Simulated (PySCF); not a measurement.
## Computed structure and properties of [Yb(H2O)8]3+

System: [Yb(H2O)8]3+ (singlet in the valence; each metal's 4f electrons, 13 of them, lie in its core potential, out of spins and levels; a saddle point, relaxed within its symmetry); start: template (D4d). Method: PySCF 2.14.0, RKS BP86, Yb lcecp-1-SVP with ECP59, O def2-SVP, H def2-SVP; non-relativistic Hamiltonian with scalar-relativistic core potentials where named; density fitting; no spin-orbit coupling.

Input of the relaxation:

```python
mol = gto.M(atom='''
Yb    -0.00000    -0.00000    -0.00000
O      2.08967     0.00004     1.25490
H      2.19910     0.00004     2.21870
H      2.99191     0.00005     0.89850
O     -0.00004     2.08967     1.25490
H     -0.00004     2.19910     2.21870
H     -0.00005     2.99191     0.89850
O     -2.08967    -0.00004     1.25490
H     -2.19910    -0.00004     2.21870
H     -2.99191    -0.00005     0.89850
O      0.00004    -2.08967     1.25490
H      0.00004    -2.19910     2.21870
H      0.00005    -2.99191     0.89850
O      1.47760     1.47765    -1.25490
H      2.11556     2.11563    -0.89850
H      1.55497     1.55503    -2.21870
O     -1.47765     1.47760    -1.25490
H     -2.11563     2.11556    -0.89850
H     -1.55503     1.55497    -2.21870
O     -1.47760    -1.47765    -1.25490
H     -2.11556    -2.11563    -0.89850
H     -1.55497    -1.55503    -2.21870
O      1.47765    -1.47760    -1.25490
H      2.11563    -2.11556    -0.89850
H      1.55503    -1.55497    -2.21870''',
    basis={'Yb': 'lcecp-1-SVP', 'O': 'def2-SVP', 'H': 'def2-SVP'},
    ecp={'Yb': 'lcecp-1-SVP'},
    charge=3, spin=0)
mf = dft.RKS(mol, xc='B88,P86')
mf.grids.atom_grid = (50, 194)  # f atoms: unpruned, at least (60, 302)
mf = mf.density_fit()  # fitting sets: Yb AutoAux, O def2-universal-JKFIT, H def2-universal-JKFIT
mf.conv_tol = 1e-08; mf.max_cycle = 55
mf.kernel(dm0)  # dm0: converged density of the start geometry
# quasi-Newton relaxation in Cartesian coordinates to a largest gradient under 0.00045 Eh/bohr, steps kept in the point group
```

Run from Python with OMP_NUM_THREADS=4; the lines above give its settings. Where DIIS fails, smearing, a level shift and second-order steps follow.
It took 4.2 min on 4 threads of Intel(R) Xeon(R) Platinum 8259CL CPU @ 2.50GHz (Skylake/Cascade Lake), with other jobs on the host, from the converged density of the start.

Course of the relaxation:

```
step  energy above end (eV)  largest force component within the symmetry (eV/Å)
   0                 0.1207                                               0.922
   1                 0.0347                                               0.146
   2                 0.0198                                               0.092
   3                 0.0059                                               0.077
   4                 0.0027                                               0.064
   5                 0.0010                                               0.022
   6                 0.0005                                               0.012
   7                 0.0002                                               0.013
   8                 0.0000                                               0.009
   9                 0.0000                                               0.002
```

Relaxed geometry (D4d):

```xyz
25

Yb    0.0000    0.0000    0.0000
O     2.0644    0.0000    1.2352
H     2.2473    0.0000    2.2012
H     2.9562    0.0001    0.8223
O     0.0000    2.0644    1.2352
H     0.0000    2.2473    2.2012
H    -0.0001    2.9562    0.8223
O    -2.0644    0.0000    1.2352
H    -2.2473    0.0000    2.2012
H    -2.9562   -0.0001    0.8223
O     0.0000   -2.0644    1.2352
H     0.0000   -2.2473    2.2012
H     0.0001   -2.9562    0.8223
O     1.4597    1.4598   -1.2352
H     2.0903    2.0904   -0.8223
H     1.5891    1.5891   -2.2012
O    -1.4598    1.4597   -1.2352
H    -2.0904    2.0903   -0.8223
H    -1.5891    1.5891   -2.2012
O    -1.4597   -1.4598   -1.2352
H    -2.0903   -2.0904   -0.8223
H    -1.5891   -1.5891   -2.2012
O     1.4598   -1.4597   -1.2352
H     2.0904   -2.0903   -0.8223
H     1.5891   -1.5891   -2.2012
```

| contact | Å |
| --- | --- |
| Yb1–O2 (H2O) | 2.406 |
| Yb1–O5 (H2O) | 2.406 |
| Yb1–O8 (H2O) | 2.406 |
| Yb1–O11 (H2O) | 2.406 |
| Yb1–O14 (H2O) | 2.406 |
| Yb1–O17 (H2O) | 2.406 |
| Yb1–O20 (H2O) | 2.406 |
| Yb1–O23 (H2O) | 2.406 |

On the finer grid (75, 302):

* HOMO: -18.85 eV
* LUMO: -13.14 eV
* Dipole about the centre of mass: 0.00 D
* Set of Mulliken populations of Yb1 outside the core potential: s 2.35, p 6.56, d 1.38, f 0.04
* D3(BJ) dispersion energy (not in the energies): -0.946 eV

| atom | Mulliken (e) | Löwdin (e) | spin (e) |
| --- | --- | --- | --- |
| Yb1 | 0.66 | 0.38 | 0.00 |
| O2 | -0.25 | 0.00 | 0.00 |
| H3 | 0.27 | 0.16 | 0.00 |
| H4 | 0.27 | 0.16 | 0.00 |
| O5 | -0.25 | 0.00 | 0.00 |
| H6 | 0.27 | 0.16 | 0.00 |
| H7 | 0.27 | 0.16 | 0.00 |
| O8 | -0.25 | 0.00 | 0.00 |
| H9 | 0.27 | 0.16 | 0.00 |
| H10 | 0.27 | 0.16 | 0.00 |
| O11 | -0.25 | 0.00 | 0.00 |
| H12 | 0.27 | 0.16 | 0.00 |
| H13 | 0.27 | 0.16 | 0.00 |
| O14 | -0.25 | 0.00 | 0.00 |
| H15 | 0.27 | 0.16 | 0.00 |
| H16 | 0.27 | 0.16 | 0.00 |
| O17 | -0.25 | 0.00 | 0.00 |
| H18 | 0.27 | 0.16 | 0.00 |
| H19 | 0.27 | 0.16 | 0.00 |
| O20 | -0.25 | 0.00 | 0.00 |
| H21 | 0.27 | 0.16 | 0.00 |
| H22 | 0.27 | 0.16 | 0.00 |
| O23 | -0.25 | 0.00 | 0.00 |
| H24 | 0.27 | 0.16 | 0.00 |
| H25 | 0.27 | 0.16 | 0.00 |

The 4f levels lie in the core potential and are missing. Their spin isn't counted.

On the grid (50, 194), as all that follows. Harmonic modes: 6 unstable, so a saddle point once the symmetry is let go (counted below −25 cm⁻¹); lowest -358 cm⁻¹ (negative: unstable), highest 3690 cm⁻¹, zero-point energy 5.175 eV.

Taking off one H2O (charge 0, singlet; the rest: singlet) in vacuum, both parts rigid, costs 1.93 eV; the small basis without counterpoise inflates it. Parting with an electron moved from the ligand to the metal can be far cheaper, even downhill.

Rigid scan of H2O along the line from its metal:

```tsv
distance to O2 (Å)	energy (eV)
2.11	0.330
2.21	0.123
2.31	0.026
2.41	0.000
2.51	0.019
2.61	0.066
2.81	0.198
```

One start shape was tried, so this needn't be the lowest isomer.

An lcecp potential fixes the number of 4f electrons, so in runs with it no electron can move into or out of that shell.
